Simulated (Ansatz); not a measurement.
Reaction (substitution at a C–C bond): `CC(N)S` + `O[SiH2]N[SiH2]Cl` → `CN([SiH2]O)[SiH2]Cl` + `NCS`

Isolated molecules relaxed with PBE0-D4/def2-TZVP in Ansatz; ΔE leaves out vibrations. CCSD(T)/CBS adds triple-zeta CCSD(T) − MP2 to the extrapolated MP2 energy (def2 sets, frozen cores). DFT in def2-TZVPP. One conformer a species, not always the lowest.

`CC(N)S`:

```xyz
11

C     0.438   -0.694   -0.705
C    -0.476    0.177    0.139
N    -0.228    0.144    1.563
S    -0.345    1.944   -0.316
H     0.173   -0.655   -1.764
H     1.477   -0.373   -0.598
H     0.359   -1.735   -0.377
H    -1.515   -0.126   -0.014
H     0.752    0.319    1.757
H    -0.472   -0.760    1.947
H    -0.162    1.759   -1.633
```

`O[SiH2]N[SiH2]Cl`:

Z-matrix (Å, degrees):
```
Si
N 1 1.727
O 1 1.642 2 113.0
H 1 1.479 2 111.4 3 116.1
H 1 1.485 2 104.7 3 -122.2
Si 2 1.710 1 127.5 3 121.2
H 2 1.012 1 116.1 3 -68.5
H 3 0.958 1 117.8 2 -60.1
Cl 6 2.063 2 113.2 1 88.1
H 6 1.480 2 109.7 1 -153.8
H 6 1.478 2 108.7 1 -30.3
```

`CN([SiH2]O)[SiH2]Cl`:

Z-matrix (Å, degrees):
```
C
N 1 1.463
H 1 1.092 2 110.5
H 1 1.094 2 111.2 3 -118.9
H 1 1.095 2 111.8 3 120.3
Si 2 1.734 1 117.6 3 179.4
Si 2 1.707 1 120.4 3 -11.5
O 6 1.640 2 109.2 1 155.2
H 6 1.481 2 112.8 1 -88.4
H 6 1.489 2 106.7 1 32.2
Cl 7 2.079 2 112.2 1 -94.2
H 7 1.480 2 108.7 1 22.8
H 7 1.476 2 111.5 1 148.0
H 8 0.960 6 117.9 2 -59.3
```

`NCS`:

```xyz
8

N    -0.615   -0.950   -0.125
C    -0.231    0.442   -0.085
S     0.735    0.858    1.389
H    -1.214   -1.128   -0.923
H     0.198   -1.548   -0.207
H    -1.133    1.051   -0.006
H     0.331    0.804   -0.954
H     1.928    0.471    0.910
```

```csv
level,ΔE (kJ/mol)
PBE,57.4
CCSD(T)/def2-TZVPP,59.2
MP2/CBS(def2),62.9
CCSD/CBS(def2),60.7
```

(1) What does CCSD(T)/CBS give? (An estimate is asked.)

Largest T1 diagnostic among the species: 0.011.

Answers

(1) Ansatz gave: +60.4 kJ/mol. The listed levels differ from it by -3.0, -1.2, 2.5, 0.3 kJ/mol.

The D4 term adds −6.1 kJ/mol with B3LYP and −3.5 kJ/mol with PBE0; it sums over pairs of atoms, weighted by their polarisabilities, and B3LYP, whose exchange is more repulsive, gets the larger term.

B3LYP here is the variant with VWN-RPA as its local correlation; programs differ in this.
